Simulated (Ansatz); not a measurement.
Total energies of `[F][Zn][O][SiH3]`.

Cartesian coordinates in Å:
```
F -1.965 3.060 0.828
Zn -1.264 1.495 0.560
O -0.620 -0.111 0.324
Si 0.658 -0.914 -0.284
H 0.445 -2.371 -0.088
H 0.825 -0.643 -1.740
H 1.922 -0.516 0.400
```

Total charge 0; spin multiplicity 1. For Zn the d shell is correlated and the shells below it are frozen. Scalar relativity is left out up to krypton. Geometry: relaxed with PBE0-D4/def2-TZVP. It is one conformer, not always the lowest. Basis def2-TZVPP, the Gaussian-basis code of Ansatz.

RPA on PBE orbitals: Hartree–Fock energy of these orbitals -2242.88340 Eh, correlation -1.60856 Eh (frozen core).

```json
{"functional": "LDA (SPW92)", "kind": "LDA", "energy without D4 (Eh)": "-2240.68729", "D4 term (kJ/mol)": "–"}
{"functional": "PBE", "kind": "GGA", "energy without D4 (Eh)": "-2245.33496", "D4 term (kJ/mol)": "-11.6"}
{"functional": "revPBE", "kind": "GGA", "energy without D4 (Eh)": "-2245.68720", "D4 term (kJ/mol)": "-33.6"}
{"functional": "BLYP", "kind": "GGA", "energy without D4 (Eh)": "-2245.99841", "D4 term (kJ/mol)": "-25.4"}
{"functional": "r2SCAN", "kind": "meta-GGA", "energy without D4 (Eh)": "-2245.81616", "D4 term (kJ/mol)": "-2.7"}
{"functional": "B97M-V", "kind": "meta-GGA with VV10", "energy without D4 (Eh)": "-2245.44364", "D4 term (kJ/mol)": "–"}
{"functional": "PBE0", "kind": "global hybrid, 25 % exact exchange", "energy without D4 (Eh)": "-2245.38150", "D4 term (kJ/mol)": "-9.8"}
{"functional": "B3LYP", "kind": "global hybrid, 20 %", "energy without D4 (Eh)": "-2246.01028", "D4 term (kJ/mol)": "-18.8"}
{"functional": "r2SCANh", "kind": "meta-GGA hybrid, 10 %", "energy without D4 (Eh)": "-2245.78791", "D4 term (kJ/mol)": "-2.9"}
{"functional": "r2SCAN0", "kind": "meta-GGA hybrid, 25 %", "energy without D4 (Eh)": "-2245.74772", "D4 term (kJ/mol)": "-3.3"}
{"functional": "HSE06 (plane-wave form)", "kind": "screened hybrid", "energy without D4 (Eh)": "-2245.36592", "D4 term (kJ/mol)": "-9.2"}
{"functional": "BHLYP", "kind": "global hybrid, 50 %", "energy without D4 (Eh)": "-2245.82303", "D4 term (kJ/mol)": "-15.3"}
{"functional": "CAM-B3LYP", "kind": "range-separated hybrid", "energy without D4 (Eh)": "-2246.01275", "D4 term (kJ/mol)": "-10.0"}
{"functional": "LC-ωPBE", "kind": "long-range corrected hybrid", "energy without D4 (Eh)": "-2245.51901", "D4 term (kJ/mol)": "–"}
{"functional": "ωB97X-V", "kind": "range-separated hybrid GGA with VV10", "energy without D4 (Eh)": "-2245.66150", "D4 term (kJ/mol)": "–"}
{"functional": "ωB97M-V", "kind": "range-separated hybrid meta-GGA with VV10", "energy without D4 (Eh)": "-2245.76620", "D4 term (kJ/mol)": "–"}
{"functional": "B2PLYP", "kind": "double hybrid", "energy without D4 (Eh)": "-2245.43845", "D4 term (kJ/mol)": "–"}
{"functional": "PBE-QIDH", "kind": "double hybrid", "energy without D4 (Eh)": "-2245.03524", "D4 term (kJ/mol)": "–"}
```

B3LYP takes the VWN-RPA correlation (the form of Gaussian; ORCA's B3LYP/G). HSE06 is the plane-wave form, built on full-range PBE exchange. The double hybrids freeze the cores in their second-order part.

LC-ωPBE has ω = 0.4 bohr⁻¹.
